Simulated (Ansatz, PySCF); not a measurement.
This PySCF input computes a B3LYP/def2-TZVPD energy:

```python
from pyscf import gto, scf, dft

mol = gto.M(
    atom='''
    K    -0.00000000   -0.00000000   -1.27568738
    Cl    0.00000000    0.00000000    1.42576825
    ''',
    basis='def2-tzvpd',
    charge=0,
    spin=0,
    verbose=4,
)

mf = dft.RKS(mol, xc='b3lyp').density_fit(auxbasis='def2-universal-jkfit')
mf.grids.level = 3
mf.conv_tol = 1e-9
mf.max_cycle = 100
mf.max_memory = 1500
mf.kernel()
if not mf.converged:
    mf = mf.newton()
    mf.kernel(mf.make_rdm1())
mf.analyze()
```

Write an input for the same energy in Ansatz (a program for electronic structure) and say what it gives.


Ansatz 0.2 input:
```yaml
crystal:
  periodic: [false, false, false]
  atoms:
    - {symbol: K, position_ang: [-0.00000000, -0.00000000, -1.27568738]}
    - {symbol: Cl, position_ang: [0.00000000, 0.00000000, 1.42576825]}
basis:
  gaussian:
    orbitals: def2-TZVPD
hamiltonian:
  xc: {name: B3LYP}
output: {forces: true}
```
It gives -1060.24661 Eh, and PySCF -1060.24665 Eh, a difference of 0.04 mEh, from the treatment of integrals and grids.
